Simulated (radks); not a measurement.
Problem. Species: neutral copper. Configuration: [Ar] 3d10 4p1 (not the ground configuration). All-electron calculation, scalar-relativistic Kohn-Sham, r2SCAN, spin-polarised, spherical densities, finite nucleus; open shells are filled with parallel spins first; meta-GGA in the generalised Kohn-Sham scheme; Fermi nuclear charge, rms radius 3.8823 fm. Program: a radial shooting solver on a logarithmic mesh with Libxc functionals. Some entries of the table are withheld. Estimate them.

orbital  occ.  eigenvalue (eV)  <r> (bohr)  <r^2> (bohr^2)
1s up       1        -8880.579     0.05214        0.003658
1s down     1        -8880.565     0.05214        0.003658
2s down     1        -1074.693      0.2348         0.06507
2s up       1        -1074.654      0.2348         0.06507
2p down     3        -925.9959      0.2063         0.05224
2p up       3        -925.9755      0.2063         0.05224
3s down     1        -120.6443         (1)          0.5862
3s up       1        -120.5899         (2)          0.5864
3p down     3         -76.5566      0.7502          0.6656
3p up       3         -76.5070      0.7504          0.6661
3d up       5          -7.1999         (3)           1.501
3d down     5          -7.1604         (4)           1.423
4p up       1          -1.9000       4.506           24.32

Solution. 
(1) 3s down <r> (bohr): 0.7121
(2) 3s up <r> (bohr): 0.7121
(3) 3d up <r> (bohr): 1.031
(4) 3d down <r> (bohr): 1.012
